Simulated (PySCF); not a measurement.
## Ionisation energy of Mo by level of theory

Mo [Kr] 4d5 5s1 (7S) → Mo⁺ [Kr] 4d5 (6S), as a difference of total energies. All numbers are calculated (PySCF 2.14, scalar relativity through the core potential, in def2-TZVPPD with the def2 core potential (28 electrons) (6s4p3d2f1g, 56 functions)). Correlated levels: valence: 4s2 4p6 frozen. The calculations carry no spin-orbit coupling.

```tsv
method	ionisation energy (eV)
UHF	6.269
MP2 (valence)	6.797
SCS-MP2 (valence)	6.445
CCSD (valence)	6.823
CCSD(T) (valence)	6.852
```

Question: How much does correlation contribute at CCSD(T) (valence)?

Answer: 6.852 − (6.269) = 0.583 eV, measured against UHF.

Errors of the correlated levels include the incompleteness of this basis and the frozen core.

For comparison: 7.092 eV (measured; NIST Atomic Spectra Database, ionization energies).
